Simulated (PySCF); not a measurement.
**Fe+ (iron, charge +1) across methods**

[Ar] 3d7, high-spin 4F determinant (an excited configuration). Calculation: PySCF 2.14, in aug-cc-pwCVTZ; the non-relativistic Hamiltonian (point nucleus).

```tsv
method	E (hartree)	mean ε 3p β (eV)	mean ε 3d α (eV)	mean ε 3d β (eV)	Σ⟨r²⟩ (bohr²)	⟨S²⟩
LDA	-1260.931	-60.942	-12.839	-10.612	21.42	3.754
PBE0	-1263.187	-64.092	-14.544	-12.255	20.97	3.754
UHF	-1262.16174	-73.053	-20.167	-16.749	20.16	3.758
PBE	-1263.163	-60.774	-12.552	-10.559	21.45	3.753
r2SCAN	-1263.379	-61.598	-12.661	-10.567	21.10	3.755
wB97M-V	-1263.341	-66.775	-17.066	-14.926	21.14	3.756
r2SCAN0	-1263.354	-64.670	-14.695	-12.324	20.76	3.755
```

(1) Estimate the same row for HSE06.

## Answers

(1) E (hartree) = -1263.200; mean ε 3p β (eV) = -63.706; mean ε 3d α (eV) = -14.126; mean ε 3d β (eV) = -11.871; Σ⟨r²⟩ (bohr²) = 20.99; ⟨S²⟩ = 3.754.
